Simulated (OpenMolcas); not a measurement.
A calculation on Ti²⁺.

```json
{"Program": "OpenMolcas", "Method": "CASSCF", "Basis": "ANO-RCC-VTZP [6s5p3d2f1g]", "Scalar Hamiltonian": "DKH2, point nucleus", "Active space": "2 electrons in 6 orbitals (3d 4s)", "State averaging": "2S+1 = 3 even, 15 roots; 2S+1 = 1 even, 20 roots kept (CI in the orbitals of an earlier block)", "Spin-orbit coupling": "RASSI with atomic mean-field integrals over the reference wave functions, term energies averaged over their components"}
```

(1) Which level of the active space comes out lowest?

(2) How high does 3d2 1G4 lie?

(3) How high does 3d2 3F3 lie?

(4) How high does 3d 4s 1D2 lie?

Measured values: Corliss and Sugar, J. Phys. Chem. Ref. Data 8, 1 (1979).

Answers

(1) 3d2 3F2, with 100 % of that term; it is also the measured ground level.

(2) 17922 cm-1 above the lowest level; measured 14398 cm-1 above the ground level, so the calculation is off by +24 %.

(3) 197 cm-1 above the lowest level; measured 185 cm-1 above the ground level, so the calculation is off by +7 %.

(4) 44589 cm-1 above the lowest level; measured 41704 cm-1 above the ground level, so the calculation is off by +7 %.

Without dynamic correlation excited terms often stand tens of per cent too high (terms of higher spin than the ground term too low), and those without a measured partner can miss by more than the paired ones. Terms from blocks run as CI alone lack orbitals of their own. A single d shell beside an s shell can misplace configurations of different d count against each other. Computed and measured levels are paired by configuration, term and J; levels that our copy of the source lacks, or whose pairing is in doubt (as where it misses far off the trend of its configuration), stay unpaired and out of the deviations. Only configurations of the active space appear.
